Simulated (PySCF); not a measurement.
Two species compared at the same levels of theory.

First species: trans-1,4-dimethylcyclohexane, C8H16.
SMILES: `C1C[C@H](C)CC[C@H]1C`

Second species: C₇H₁₁PS.
Numbering: `[CH3:1][C:2]([CH3:3])([CH3:4])[c:5]1[p:6][cH:7][cH:8][s:9]1` (hydrogens: H10, H11, H12 on C1; H13, H14, H15 on C3; H16, H17, H18 on C4; H19 on C7; H20 on C8)

Geometry (PBE0-D3(BJ)/def2-SVP, Å), atoms numbered from 1 in this order:
```xyz
20
C7H11PS angstrom
C     -1.4336    1.0339   -0.7635
C     -0.8391   -0.0747    0.1076
C     -1.4795   -0.0126    1.5030
C     -1.1430   -1.4338   -0.5397
C      0.6645    0.1123    0.2339
P      1.5849    1.4236   -0.4010
C      3.1258    0.8192    0.2305
C      3.0933   -0.3490    0.9340
S      1.5542   -1.0752    1.1061
H     -2.5211    0.8925   -0.8574
H     -1.2557    2.0278   -0.3252
H     -0.9982    1.0261   -1.7744
H     -2.5724   -0.1271    1.4274
H     -1.0980   -0.8127    2.1558
H     -1.2640    0.9513    1.9879
H     -0.6780   -1.5056   -1.5344
H     -2.2302   -1.5663   -0.6545
H     -0.7642   -2.2671    0.0722
H      4.0662    1.3524    0.0670
H      3.9469   -0.8583    1.3868
```

Levels: CAM-B3LYP/def2-SVPD for HOMO energy, LUMO energy, HOMO–LUMO gap and static isotropic polarisability; TDDFT CAM-B3LYP/def2-SVPD for lowest singlet excitation; TDA CAM-B3LYP/def2-SVPD for lowest triplet excitation (Tamm–Dancoff); ΔSCF CAM-B3LYP/def2-SVPD for vertical ionisation energy. Geometries: PBE0-D3(BJ)/def2-SVP. All species are isolated and taken at one optimised geometry, non-relativistic unless stated; the electronic structure was computed with PySCF and density fitting.

The conformers computed, where there is a choice (atom-mapped SMILES and torsion angles):
- `[CH3:1][C:2]([CH3:3])([CH3:4])[c:5]1[p:6][cH:7][cH:8][s:9]1`: C1–C2–C5–P6 4°

The conformers of `C[C@H]1CC[C@H](C)CC1` aren't listed.

Q: Which of the two has the higher T1 energy, and by how much?

A: The first: 8.12 eV against 3.04 eV, a difference of 5.08 eV.

Q: Which has the higher vertical ionisation energy?

A: The first: 10.23 eV against 8.41 eV, a difference of 1.82 eV.

Q: Which of the two has the higher static isotropic polarisability, and by how much?

A: The second: 123.3 au against 94.4 au, a difference of 28.9 au.

Q: Which has the higher S1 energy?

A: The first: 8.32 eV against 4.91 eV, a difference of 3.41 eV.

Q: Which of the two has the higher HOMO–LUMO gap, and by how much?

A: The first: 11.07 eV against 7.69 eV, a difference of 3.38 eV.

Q: Which of the two has the higher LUMO energy, and by how much?

A: The first: 1.50 eV against -0.13 eV, a difference of 1.63 eV.

Q: Which has the higher HOMO energy?

A: The second: -7.82 eV against -9.57 eV, a difference of 1.75 eV.

On the first: The principal polarisabilities are 82.6, 92.1 and 108.4 au; their mean is the isotropic value. The 10 singlets span 8.32 to 9.02 eV, and their oscillator strengths add up to 0.28.

On the second: S1 lies 2.78 eV below the HOMO–LUMO gap; its leading configuration is HOMO→LUMO, weight 0.93. The polarisability is 18.26 Å³ as a volume (1 au = 0.148185 Å³), or 1.47 au for each of the 84 electrons.
